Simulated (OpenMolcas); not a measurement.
**Mo+: effect of the level shift or regulariser**

```yaml
Program: OpenMolcas 26.06
Basis: ANO-R2 [7s5p4d2f1g]
Scalar_Hamiltonian: X2C, finite nucleus
Active_space: 5 electrons in 5 orbitals (4d)
State_averaging: 2S+1 = 6 even, 1 root; 2S+1 = 4 even, 24 roots; 2S+1 = 2 even, 75 roots (67 in the spin-orbit step)
Spin-orbit_coupling: state interaction with AMFI integrals over the reference wave functions, term energies averaged over their components
```

Methods on the same reference wave functions:
A. CASSCF
B. MS-CASPT2, IPEA 0.25 Eh, imaginary shift 0.1 Eh (closed shells correlated: 4s 4p)
C. MS-CASPT2, IPEA 0.25 Eh, real shift 0.2 Eh (closed shells correlated: 4s 4p)

Energies in eV above 4d⁵ ⁶S_5/2, the measured ground level; measured values from NIST Handbook of Basic Atomic Spectroscopic Data.

```
               Level       A       B       C  Measured
          4d⁵ ⁶S_5/2  0.0000  0.0000  0.0000    0.0000
          4d⁵ ⁴G_5/2  2.5670   2.097   2.105    1.8845
          4d⁵ ⁴G_7/2  2.5754   2.107   2.115    1.9007
         4d⁵ ⁴G_11/2  2.5777   2.111   2.119    1.9152
          4d⁵ ⁴G_9/2  2.5805   2.114   2.122    1.9128
   4d⁵ ⁴P_5/2 [64 %]  2.9312   2.275   2.296          
   4d⁵ ⁴P_3/2 [67 %]  2.9527   2.299   2.320          
          4d⁵ ⁴P_1/2  2.9811   2.339   2.358          
          4d⁵ ⁴D_7/2  3.1756   2.439   2.469          
          4d⁵ ⁴D_1/2  3.2049   2.481   2.509          
   4d⁵ ⁴D_3/2 [67 %]  3.2265   2.514   2.541          
   4d⁵ ⁴D_5/2 [66 %]  3.2294   2.518   2.544          
         4d⁵ ²I_11/2  3.6687   3.140   3.146          
         4d⁵ ²I_13/2  3.6889   3.165   3.172          
4d⁵ ²D_5/2(1) [58 %]  4.0571   3.256   3.275          
4d⁵ ²D_3/2(1) [69 %]  4.1436   3.320   3.339          
          4d⁵ ⁴F_9/2  4.2672   3.427   3.442          
          4d⁵ ⁴F_5/2  4.2912   3.457   3.471          
   4d⁵ ⁴F_3/2 [69 %]  4.3482   3.513   3.530          
4d⁵ ²F_5/2(1) [52 %]  4.4418   3.638   3.659          
         4d⁵ ²H_11/2  4.5537   3.854   3.864          
       4d⁵ ²G_7/2(1)  4.6402   3.807   3.821          
       4d⁵ ²F_5/2(2)  4.9733   4.023   4.036          
       4d⁵ ²F_7/2(2)  4.9801   4.016   4.033
```

Deviations, from unrounded energies. A percentage is the sum of absolute deviations over the sum of measured energies, with the sign that they share, or ± where signs differ.

| Against measurement | Levels | A | B | C |
| --- | --- | --- | --- | --- |
| mean absolute deviation (cm-1) | 4 | 5400 | 1600 | 1700 |
| other terms of the ground configuration (%) | 4 | +35.3 | +10.7 | +11.1 |

B, C lie about equally close to measurement and A furthest from it. The largest miss of B in the table is 4d⁵ ⁴G_5/2, by +1700 cm-1. The ranking rests on the paired levels alone, and a cruder setting can come out closer through cancelling errors.

Between B and C the level of the table that moves most is 4d⁵ ⁴D_7/2, by 240 cm-1 (lowest in B, highest in C). Moves below CASPT2's spread within the term are not significant.

The mean deviations of B to C differ by less than CASPT2's widest spread within a term (1000 cm-1), so their order carries little weight.

From A to B the spin-free energies of the other terms of 4d⁵ shown, above ⁶S, scale by factors of 0.77 to 0.86, as is usual when dynamic correlation screens the repulsion within a d or f shell.

The lowest spin-free term lies below A's lowest term by 0.350 hartree in B, 0.349 hartree in C.

CASPT2 breaks the degeneracy within a term, and the mean is taken; among the terms shown or strongly mixed into the levels shown the widest spread is 1000 cm-1 (4d⁵ ²I, B). Some high roots are left out of the spin-orbit mixing, which shifts the levels that they would mix with. Configurations with an s electron lie low at this charge and mix in, so terms can be misplaced. Without dynamic correlation excited terms often stand tens of per cent too high (terms of higher spin than the ground term too low), and those without a measured partner can miss by more than the paired ones (holds for A). The CASPT2 spread within a term exceeds the gap to the next term for 4d⁵ ²D(1) and 4d⁵ ⁴F, 4d⁵ ⁴F and 4d⁵ ²F(1), 4d⁵ ²G(1) and 4d⁵ ²H, so the order of their levels is uncertain, and so are names and mixing where such terms share a J (holds for B; C). Measured partners are found by configuration, term and J. A level has none where our copy of the source lacks it or the pairing is in doubt (some pairs that miss far off the trend of their configuration count as doubtful), and it then counts in no deviation. Levels of configurations outside the active space are missing. The table leaves out levels that lie high or whose names do not pair safely across all columns.

A share in square brackets marks a mixed level and gives the weight of the term that names it, the lowest over the columns. A number in round brackets counts repeated terms of one configuration in the order of the reference energies.
